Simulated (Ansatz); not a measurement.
`B[SiH2]CS` + HCl → `B[SiH2]Cl` + CH₃SH  (ligand exchange at the Si–C bond)

Gas-phase electronic energies from Ansatz, PBE0-D4/def2-TZVP geometries. CCSD(T)/CBS is the MP2 limit (def2-TZVPP, def2-QZVPP) plus CCSD(T) − MP2 in def2-TZVPP, frozen cores. This one scheme is used for every species. One conformer a species, not always the lowest.

```tsv
level	ΔE (kJ/mol)
MP2/def2-SVP	-97.6
CCSD(T)/def2-TZVPP	-98.1
```

(1) What does CCSD(T)/CBS give? (Estimate.)

Largest T1 diagnostic among the species: 0.011.

Results:

(1) Ansatz gave: -101.1 kJ/mol. The listed levels differ from it by 3.5, 3.0 kJ/mol.

Leaving LDA and LC-ωPBE aside and taking each functional with its dispersion term where it has one, the values, not all of them listed here, spread over 11.3 kJ/mol, from BHLYP-D4 to revPBE-D4. LDA lies +9.5 kJ/mol from PBE without D4. In def2-TZVPP, CCSD(T) changes the Hartree–Fock value by +22.3 kJ/mol (the triples alone add +2.5 kJ/mol) and MP2 by +19.3 kJ/mol. From BLYP to BHLYP (50 % exact exchange), in def2-TZVPP and without D4, ΔE moves by −4.8 kJ/mol.
